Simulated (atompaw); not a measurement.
## Ranking PAW (atompaw) potentials for nitrogen (N)

All share these settings but for the change named:

```
Element                 : nitrogen
Generator               : atompaw 4.2.0.5
Type                    : PAW
Functional              : LDA (PW92)
Relativity              : non-relativistic
Frozen core             : [He]
Valence charge          : 5
Reference configuration : 2s2 2p3
Partial waves           : 2s (bound): rc 0.85 bohr; 2s channel at 2.45 Ry: rc 0.85 bohr; 2p (bound): rc 2.75 bohr; 2p channel at 1.35 Ry: rc 2.75 bohr
Local potential         : troulliermartins scheme with l = 2 at 0 Ry, radius 2.00 bohr
Core correction         : smooth core density matched at 2.50 bohr
Augmentation charge     : sinc compensation charge, radius 2.10 bohr; PAW radius 2.75 bohr; waves and projectors: modrrkj vanderbiltortho
```

Cutoff: the first of the cutoffs (Ry, on a coarse ladder) from which the occupation-weighted sum of valence levels, in a spherical-Bessel basis at the reference potential, stays within 10 and 1 mRy of its value at 400 Ry; the density cutoff is not measured.

The base gives 40 Ry.

Of 7 variants that were run, those that failed, showed a ghost or another fault, or gave nearly equal values are left out.

A variant can come out equal or close to the base.

(1) Rank these variants from softest to hardest (loose cutoff).
A. all radii scaled by about 1.18 (s 1.00, p 3.24 bohr); local potential troulliermartins scheme with l = 2 at 0 Ry, radius 2.34 bohr; augmentation sinc compensation charge, radius 2.46 bohr; PAW radius 3.24 bohr; waves and projectors: modrrkj vanderbiltortho; core correction smooth core density matched at 2.94 bohr
B. all radii scaled by about 1.03 (s 0.88, p 2.84 bohr); local potential troulliermartins scheme with l = 2 at 0 Ry, radius 2.06 bohr; augmentation sinc compensation charge, radius 2.16 bohr; PAW radius 2.84 bohr; waves and projectors: modrrkj vanderbiltortho; core correction smooth core density matched at 2.58 bohr
C. all radii scaled by about 1.09 (s 0.92, p 3.00 bohr); local potential troulliermartins scheme with l = 2 at 0 Ry, radius 2.18 bohr; augmentation sinc compensation charge, radius 2.30 bohr; PAW radius 3.00 bohr; waves and projectors: modrrkj vanderbiltortho; core correction smooth core density matched at 2.72 bohr

Results:

(1) A (12 Ry), C (35 Ry), B (40 Ry).
